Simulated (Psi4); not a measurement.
ISn, doublet, geometry from GFN2-xTB (such geometries of metal compounds can be far from the true shape) (the spin is typed, not shown lowest) (core potentials on I, Sn).

Input for Psi4:
```
memory 2 GB

molecule mol {
0 2
  Sn   -0.000000   -0.000000   -1.394425
  I     0.000000    0.000000    1.315496
}

set basis def2-svp
set reference uks

energy('m06-2x')
print_variables()
```

Question: What is the computed number of basis functions (M06-2X/def2-SVP (Psi4))?

Answer: 52

Question: Estimate the total energy that M06-2X/def2-SVP returns for this input.

Answer: -511.8925 Eh

These values belong to the state on which the SCF converged, which isn't shown to be the lowest.
